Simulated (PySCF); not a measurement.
A structure optimised at r2SCAN-D4/def2-TZVP, used in a PySCF frequency run:

```xyz
4

Ta    -0.1840    -0.0359     0.0000
O      0.6146    -1.5196     0.0000
F      0.4729     0.8211     1.4659
F      0.4729     0.8211    -1.4659
```
Charge +1, spin multiplicity 1.

Q: Write its SMILES, formula and point group.

A: [O]=[Ta+]([F])[F], F2OTa, Cs

Q: What are its rotational constants (standard atomic weights)?

A: 6.0649, 4.9468, 3.4982 GHz
